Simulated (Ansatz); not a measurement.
Ansatz (a quantum-chemistry and plane-wave program) input (B97M-V/def2-TZVPD):

Ansatz 0.2 input:
```yaml
crystal:
  periodic: [false, false, false]
  atoms:
    - {symbol: Nb, position_ang: [-0.06778164, 0.00000000, 0.00000000]}
    - {symbol: F, position_ang: [0.15439151, 0.00000000, -1.87282443]}
    - {symbol: F, position_ang: [0.15439151, 0.00000000, 1.87282443]}
basis:
  gaussian:
    orbitals: def2-TZVPD
hamiltonian:
  xc: {name: B97M-V}
magnetization: {spin_polarized: true, initial_magnetization: 3}
output: {forces: true}
```

End of the output:

```
integrals: 0.05 GiB planned
712 factors; their error is unknown
mean field: 0.55 GiB planned
mean field evaluation 1: about -6982.6217 eV, gradient 3.7e1 eV
mean field evaluation 2: about -6952.9700 eV, gradient 1.0e2 eV
mean field evaluation 4: about -6986.6825 eV, gradient 3.7e0 eV
mean field evaluation 8: about -6986.7491 eV, gradient 1.2e-1 eV
mean field evaluation 16: about -6986.0064 eV, gradient 4.9e0 eV
mean field -6986.74918619 eV, -256.7582968036 hartree, gradient 3.4e-5 eV, S^2 3.761880; 2 other end points of the search recorded, 0 dependent functions left out
the calculation of the forces begins
reference -6986.74926502 eV, -256.7582997006 hartree; 17, 14 occupied and 103, 106 virtual orbitals, 712 factors
Total energy: -6986.74926502 eV, -256.7582997006 hartree
Atom 0 at    -0.067782     0.000000     0.000000 Å, force     0.017710     0.000000     0.000000 eV/Å
Atom 1 at     0.154392     0.000000    -1.872824 Å, force    -0.008855    -0.000000     0.062708 eV/Å
Atom 2 at     0.154392     0.000000     1.872824 Å, force    -0.008855    -0.000000    -0.062708 eV/Å
Dipole moment:    -0.093244     0.000000     0.000000 e Å
```

The spin state was set by rule; other spins were not relaxed.
